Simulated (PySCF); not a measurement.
**HRuN, quintet: computed properties**

Computed with UPBE0 in PySCF with Ru def2-TZVP with ECP28, N def2-TZVP, H def2-TZVP; scalar-relativistic core potentials, no spin–orbit coupling; density-fitted integrals.

The structure is a minimum.

```xyz
3
charge 0 multiplicity 5, angstrom
Ru    0.1484    0.0000   -0.1294
N    -1.1857    0.0000    0.8861
H     1.4636    0.0000    0.8198
```

```json
{
 "Point group": "Cs",
 "Bond lengths": "Ru–H 1.622 Å, Ru–N 1.677 Å",
 "Bond angles": "H–Ru–N 106.9°",
 "Entropy at 298.15 K and 1 bar (electronic part: spin only)": "266.2 J/(mol K)",
 "Enthalpy at 298.15 K above 0 K": "10.50 kJ/mol",
 "Principal polarisabilities": "34.4, 43.7, 54.5 bohr³",
 "Zero-point energy": "20.8 kJ/mol",
 "Rotational symmetry number": "1",
 "Heat capacity Cp at 298.15 K": "39.8 J/(mol K)",
 "Lowest empty level (β)": "-3.90 eV",
 "Atomisation energy without zero-point energy": "577 kJ/mol",
 "Spin squared ⟨S²⟩": "6.020",
 "Dipole moment": "3.02 D",
 "Highest occupied level (α)": "-6.24 eV",
 "Principal quadrupole moments (Buckingham, traceless) about the centre of mass": "-3.50, 0.70, 2.80 D Å",
 "Rotational constants": "7.105, 0.4803, 0.4499 cm⁻¹"
}
```

Harmonic modes (masses in u: Ru 101.904, N 14.003, H 1.008):
```tsv
symmetry	ω (cm⁻¹)	IR (km/mol)
a'	581	35.8
a'	921	61.9
a'	1983	82.8
```

Charges (e):
```csv
atom,Mulliken,Löwdin,polar tensor,spin (Mulliken),Mayer order to Ru1
Ru1,0.52,0.31,0.66,2.97,–
N2,-0.48,-0.28,-0.47,1.05,2.39
H3,-0.04,-0.03,-0.19,-0.01,0.95
```

Mulliken populations on Ru1 (electrons outside its core potential): s 2.64, p 6.40, d 6.43, f 0.01.

Other isomers or separated fragments may lie lower. Other spin states or occupations of the open shell can lie lower. At this level a singlet minimum of Cs symmetry lies 128 kJ/mol below this structure.

The final relaxation and frequency run took about 2.7 core-minutes on a shared host.
